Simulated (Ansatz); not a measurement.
Born–Oppenheimer molecular dynamics of C₂H₉FSSi₂ (15 atoms, charge 0, multiplicity 1). It goes on from the last frame of an earlier run, with new velocities.

Level of theory: Ansatz 0.2.0, UKS B3LYP-D4/STO-3G.

```json
{
 "ensemble": "NVT, Nosé–Hoover chain",
 "time step": "1 fs",
 "steps asked": "84",
 "set temperature": "3000 K",
 "thermostat": "time constant 100 fs, chain length 3",
 "masses": "H 2.014 u",
 "seed": "266676"
}
```

First frame:

```xyz
15
Properties=species:S:1:pos:R:3
C -1.034 -1.584 1.571
S -1.560 -0.163 0.589
C 0.148 0.485 0.073
F 0.933 0.608 1.272
Si 1.071 -0.725 -1.094
Si -0.112 2.208 -0.721
H -0.784 -2.456 0.916
H -0.170 -1.325 2.241
H -1.858 -1.861 2.272
H 2.296 -0.140 -1.610
H 0.196 -1.050 -2.202
H 1.364 -1.929 -0.338
H 1.117 2.732 -1.258
H -1.058 1.992 -1.794
H -0.672 3.129 0.245
```

(1) How far do the bonds stretch over the last three quarters of this one trajectory? (Pairs bonded in most of those frames.)

Answers

(1) 
```
   bond  mean (Å)  spread (Å)  shortest  longest
  C1–S2     1.867       0.050      1.79     1.96
  C1–H7     1.119       0.041      1.06     1.20
  C1–H8     1.119       0.035      1.05     1.20
  C1–H9     1.120       0.046      1.04     1.20
  S2–C3     1.905       0.035      1.80     1.95
  C3–F4     1.432       0.067      1.33     1.53
 C3–Si5     1.996       0.135      1.77     2.18
 C3–Si6     1.992       0.091      1.88     2.13
Si5–H10     1.488       0.097      1.34     1.62
Si5–H11     1.496       0.082      1.35     1.60
Si5–H12     1.470       0.057      1.36     1.57
Si6–H13     1.464       0.036      1.39     1.52
Si6–H14     1.464       0.022      1.42     1.50
Si6–H15     1.468       0.059      1.37     1.57
```

Mean temperature of the second half: 2133 K. The conserved energy stayed within 2.1 meV per atom of its start (net change 0.83 meV per atom), so the integration is sound. The mean temperature of the second half is 29 % below the set value. A run of 0.084 ps of so small a system gives no equilibrium averages. Limits of this set-up: minimal basis.

Time of the run: 12 min on 1 CPU thread of a shared host.
